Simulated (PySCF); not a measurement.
# Computed properties of C₂H₅NOSi, SMILES N#CC[SiH2]O

C2H5NOSi, SMILES [SiH2](CC#N)O. The structure is a stationary point at B3LYP-D3(BJ)/def2-SVP. The structure was generated by enumeration, and PubChem lists no compound with its InChIKey, so it may never have been made. Other conformers were not sampled. All values are computed for the isolated molecule unless a solvent is named; none is compared with measurement here.

**Structure.** The optimised structure has Cs symmetry. All 24 harmonic modes at B3LYP-D3(BJ)/def2-SVP (PySCF) are real, so it is a minimum. With heavy atoms numbered as in [N:1]#[C:2][CH2:3][SiH2:4][OH:5], the shortest bond between them is N1–C2 at 1.160 Å and the longest C3–Si4 at 1.899 Å.

**Vibrations.** The strongest infrared lines (harmonic, unscaled, degenerate partners summed) lie at 946 cm⁻¹ (220 km/mol, H 68 %, Si 20 %, O 10 %), 783 cm⁻¹ (171 km/mol, H 68 %, C 14 %, O 10 %), 2231 cm⁻¹ (152 km/mol, H 96 %). The softest mode is at 64 cm⁻¹ and the zero-point energy is 42.0 kcal/mol.

**Electronic structure.** r2SCAN/def2-TZVP (PySCF) places the frontier levels at -7.82 and -0.70 eV, a gap of 7.12 eV, and gives a dipole moment of 4.69 D and a mean polarisability of 55.3 bohr³. PBE/def2-TZVP (PySCF) at the same geometry gives -7.56 and -1.16 eV, so its gap is 0.72 eV narrower. An orbital gap is neither the optical nor the fundamental gap.

**Excitations.** TDDFT-B3LYP/def2-SVPD (PySCF) has S1 at 7.11 eV (174 nm, f = 0.003, weak); the most intense of the 10 singlets computed lies at 7.81 eV (f = 0.04). T1 (TDA) is at 6.19 eV. TDDFT-PBE/def2-SVPD (PySCF) puts S1 at 6.46 eV. No vertical singlet excitation falls in the visible range (under 3.1 eV).

**NMR.** GIAO shifts at KT2/pcSseg-1 (PySCF) (non-relativistic, atoms alike by connectivity averaged): ¹³C from 5.0 to 107.8 ppm against TMS; ¹H from 0.9 to 5.5 ppm against TMS; ²⁹Si at -11.8 ppm against TMS.
